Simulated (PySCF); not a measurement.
CH₄F₂OSi.

```xyz
9

Si     0.5671     0.4105     0.0000
F      1.0185    -0.4606    -1.2807
F      1.0185    -0.4606     1.2807
O     -1.0466     0.6344     0.0000
C     -2.0347    -0.3840     0.0000
H      1.2339     1.7164     0.0000
H     -1.9511    -1.0203    -0.8975
H     -3.0232     0.0966     0.0000
H     -1.9511    -1.0203     0.8975
```
Charge 0, spin multiplicity 1.

The structure is a stationary point at r2SCAN-D4/def2-SVP. The values are those of a single conformer.

Method: PBE/pcSseg-1 (PySCF). Non-relativistic, no solvent.

Q: Give the absolute GIAO shielding of each atom: isotropic value and principal components (ppm). (The exact figures need the calculation; the answer reports its results.)

A: 
```csv
atom,σ(iso),σ11,σ22,σ33,span
Si1,395.5,382.1,387.7,416.6,34.5
F2,303.2,229.3,292.6,387.6,158.3
F3,303.2,229.3,292.6,387.6,158.3
O4,279.0,213.3,297.1,326.6,113.3
C5,126.0,97.4,100.2,180.3,82.8
H6,26.8,23.2,23.7,33.4,10.2
H7,27.1,22.8,25.3,33.3,10.5
H8,27.4,23.4,25.2,33.6,10.1
H9,27.1,22.8,25.3,33.3,10.5
```
